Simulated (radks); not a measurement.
Ho51+, configuration [Ne] 3s2 3p4 (the NIST ground configuration). Method: scalar-relativistic Kohn-Sham, PBE, spin-polarised, spherical densities, finite nucleus; open shells are filled with parallel spins first (spin-orbit coupling, left out, can overturn this in heavy ions); Fermi nuclear charge, rms radius 5.2022 fm; computed with a radial shooting solver on a logarithmic mesh with Libxc functionals.

Unscreened Slater integrals over Kohn-Sham orbitals (cm^-1). They are taken over the spin-up orbitals. Empty in this configuration: 3d.

integral,value
"F0(3p,3p)",954420
"F2(3p,3p)",477890
"F0(3p,3s)",941090
"G1(3p,3s)",608510
"F0(3p,2p)",1262100
"F2(3p,2p)",326030
"G0(3p,2p)",130320
"G2(3p,2p)",144340
"F0(3p,3d)",1002700
"F2(3p,3d)",480730
"G1(3p,3d)",501180
"G3(3p,3d)",339470
"F0(3s,3s)",930820
"F0(3s,2p)",1217800
"G1(3s,2p)",127610
"F0(3s,3d)",988430
"G2(3s,3d)",381900
"F0(2p,2p)",2594900
"F2(2p,2p)",1230200
"F0(2p,3d)",1369000
"F2(2p,3d)",425680
"G1(2p,3d)",404730
"G3(2p,3d)",233670
"F0(3d,3d)",1087300
"F2(3d,3d)",565330
"F4(3d,3d)",366560

Derived for the open shells (J is the average intra-shell exchange parameter used in DFT+U). 3p: J = F2/5 = 95580 cm^-1.
